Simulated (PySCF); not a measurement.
Sb(H)2(OH) (H3OSb), SMILES [OH][SbH2].

Geometry: PBE0-D3(BJ)/def2-TZVP. The def2 effective core potentials stand for the cores of Sb; spin–orbit coupling is left out.

Vertical ionisation energy (IE) and electron affinity (EA) in eV. Rows of orbital energies are one-electron estimates. Where ΔSCF, EOM or ADC give a negative EA the extra electron is unbound and the value depends on the basis.

```
level                                               IE    EA
------------------------------------------------  ----  ----
−ε(HOMO), −ε(LUMO), PBE0/def2-TZVPD (PySCF)       7.44  1.25
−ε(HOMO), −ε(LUMO), CAM-B3LYP/def2-TZVPD (PySCF)  8.73  0.39
```
